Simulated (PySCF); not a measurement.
A GIAO shielding run with PySCF (density fitting, non-relativistic, gas phase) on `C=C[C@@H]1CC[C@H](C)[P@H]1=O`, C₇H₁₃OP:

```
{"job": {"kind": "nmr", "xc": "PBE0", "basis": "pcSseg-1"}, "charge": 0, "multiplicity": 1}
C      3.364196    -0.603339     0.279175
C      2.087532    -0.536606     0.612007
C      1.078044     0.300979    -0.090911
C      0.101149     1.041859     0.821545
C     -1.114790     1.411054    -0.028774
C     -1.598760     0.147020    -0.748477
C     -2.520917    -0.712844     0.104505
P     -0.023755    -0.737725    -1.157378
O      0.345319    -0.841860    -2.569973
H      3.766835    -0.020806    -0.532678
H      4.054137    -1.246981     0.797361
H      1.703710    -1.133813     1.430459
H      1.574369     0.996746    -0.778123
H      0.564849     1.929491     1.254608
H     -0.203306     0.387691     1.641053
H     -1.909142     1.843273     0.582188
H     -0.812741     2.154250    -0.771127
H     -2.097277     0.401819    -1.688886
H     -3.444651    -0.180130     0.324487
H     -2.770602    -1.632354    -0.423261
H     -2.043133    -0.977964     1.045224
H     -0.111478    -1.970375    -0.504657
```

Hardware: 1 thread of an Arm Neoverse V1, shared host. The job also computes population analyses, field gradients, ring-centre shieldings.

(1) How large is the calculation?

(2) How long does it take?

## Answers

(1) 78 electrons, 225 basis functions and 1185 auxiliary functions.

(2) 53 s of wall time, with 15 SCF cycles and 4 response iterations. Times on a shared host scatter by some tens of per cent.
